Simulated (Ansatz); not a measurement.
Mulliken charges of C2H7Ga, SMILES `[CH3][GaH][CH3]` from PBE/def2-TZVPP in Ansatz (PBE0-D4/def2-TZVP geometry).

```
atom   x (Å)   y (Å)   z (Å)  charge (e)
  C1  -1.063   1.143  -0.712      -0.378
 Ga2   0.649   0.266  -0.281       0.246
  C3   0.681  -1.322   0.887      -0.378
  H4  -1.534   0.614  -1.548       0.088
  H5  -0.935   2.184  -1.012       0.101
  H6  -1.760   1.095   0.129       0.096
  H7   1.997   0.837  -0.873      -0.061
  H8   0.688  -0.994   1.932       0.088
  H9   1.569  -1.936   0.731       0.101
 H10  -0.210  -1.938   0.750       0.096
```

Q: By hand: the dipole of these point charges (1 e Å = 4.8032 D).

A: Σ q r = (-0.017, -0.007, 0.008) e Å, of length 0.020 e Å = 0.10 D.

Q: How does the dipole of the full density compare? (An estimate is asked.)

A: Computed: (-0.116, -0.049, 0.051) e Å, 0.65 D; the point charges give 0.15 times that, at 2° from its direction.

Point charges leave out the atoms' own dipoles, such as those of lone pairs, and Mulliken's split depends on the basis, so the two needn't agree.
